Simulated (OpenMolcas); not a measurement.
## Pr4+ in a ligand field

Pr4+ with 7 ligands (chloride) in pentagonal bipyramidal coordination (D5h) at 2.67 Å, the axial distance 2.964 Å. A charge of +0.429 e stands 2.4 Å behind each ligand. Ligand basis ANO-RCC-VDZP.

| Property | Result |
| --- | --- |
| Program | OpenMolcas |
| Method | SS-CASPT2, IPEA 0.25 Eh, imaginary shift 0.1 Eh (closed shells correlated: 5s 5p and the ligand valence shells) |
| Basis | ANO-RCC-VDZP [7s6p4d2f1g] |
| Scalar Hamiltonian | DKH2, point nucleus |
| Active space | 1 electron in 7 orbitals (4f) |
| State averaging | 2S+1 = 2 odd, 7 roots |
| Spin-orbit coupling | RASSI with atomic mean-field integrals over the reference wave functions |

The lowest spin-free states, above the lowest:

| State | Degeneracy | E (cm-1) | Free-ion L (%) |
| --- | --- | --- | --- |
| 2S+1 = 2 | 2 | 0 | F (100) |
| 2S+1 = 2 | 2 | 170 | F (100) |
| 2S+1 = 2 | 1 | 430 | F (100) |
| 2S+1 = 2 | 2 | 1410 | F (100) |

The lowest levels with spin-orbit coupling:

| E (cm-1) | Degeneracy | 2S+1 | J | |mJ| (%) | g |
| --- | --- | --- | --- | --- | --- |
| 0 | 2 | 2 | 2.54 | 3/2 (100) | 0.00 0.00 2.51 |
| 230 | 2 | 2 | 2.53 | 1/2 (100) | 0.77 2.55 2.55 |
| 1050 | 2 | 2 | 2.57 | 5/2 (100) | 0.00 0.00 4.55 |
| 3150 | 2 | 2 | 3.53 | 3/2 (100) | 0.00 0.00 3.46 |
| 3330 | 2 | 2 | 3.48 | 5/2 (100) | 0.00 0.00 5.28 |
| 3340 | 2 | 2 | 3.52 | 1/2 (100) | 1.22 4.55 4.55 |
| 4430 | 2 | 2 | 3.49 | 7/2 (100) | 0.00 0.00 7.85 |

Powder χT (cm3 K/mol): 0.201 at 2 K, 0.221 at 10 K, 0.321 at 50 K, 0.436 at 100 K, 0.577 at 200 K, 0.646 at 300 K. The effective moment at 300 K is 2.828 √(χT) = 2.27 μB.

Hund's rules give f1 the level 2F5/2 with g = 0.857, so an isolated free-ion multiplet has χT = g² J(J+1) / 8 = 0.804 cm3 K/mol. The computed 0.646 at 300 K differs by -20 %, through the field's splitting, the mixing of terms and any other multiplet in reach.

Stevens parameters of the J = 5/2 multiplet, which is 1048 cm-1 wide (cm-1, z along the main axis): B20 = 5.164e+01, B40 = 1.784e+00.

Over all roots computed the reference weight is 0.63; a low but even weight reflects the number of correlated electrons. Splittings of an f shell from a small cluster at a set distance can be off by tens of per cent, mostly too small. No measured value stands beside these numbers; the geometry was imposed, not optimised, and the real ion may take another.

A state without a sure symmetry label is named by its multiplicity alone.
